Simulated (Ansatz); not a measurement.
# Ligand exchange: BH(CH3)Cl + Cd(CH3)(OH) → BH(CH3)(OH) + Cd(CH3)Cl

Species: BH(CH3)Cl, singlet; Cd(CH3)(OH), singlet; BH(CH3)(OH), singlet; Cd(CH3)Cl, singlet. The partners trade Cl for OH: B–Cl and Cd–OH bonds give way to B–OH and Cd–Cl.

Shapes, held fixed at every level: PBE0-D4/def2-TZVP. Flexible molecules stand in one conformer, not always the lowest. Programs: Ansatz 0.2.0. Electronic energies: no zero-point or thermal term.

```
                level                    kind  ΔE (kJ/mol)  less CCSD(T)/def2-TZVPP  CPU time (sum over the molecules)
     SPW92/def2-TZVPP                     LDA       -159.4                     +2.5                              6.4 s
  BHLYP-D4/def2-TZVPP           global hybrid       -179.1                    -17.2                               13 s
   PBE0-D4/def2-TZVPP           global hybrid       -166.5                     -4.6                               13 s
r2SCAN0-D4/def2-TZVPP           global hybrid       -171.7                     -9.8                               22 s
   wB97M-V/def2-TZVPP  range-separated hybrid       -168.6                     -6.7                               50 s
         MP2/def2-SVP     perturbation theory       -178.5                    -16.6                                  –
       MP2/def2-TZVPP     perturbation theory       -158.2                     +3.7                                  –
   CCSD(T)/def2-TZVPP   coupled cluster or CI       -161.9                      0.0                            5.5 min
```

The highest level, CCSD(T)/def2-TZVPP, gives ΔE = -161.9 kJ/mol; the levels span -179.1 to -158.2. The column of differences is taken from that level and isn't an error. No measured value is set beside it here. For atoms past krypton def2 sets carry core potentials with scalar relativity. Outer-core shells of Cd are correlated, in sets that cover them unevenly. Times are processor times on shared x86 and Arm servers, and rough.
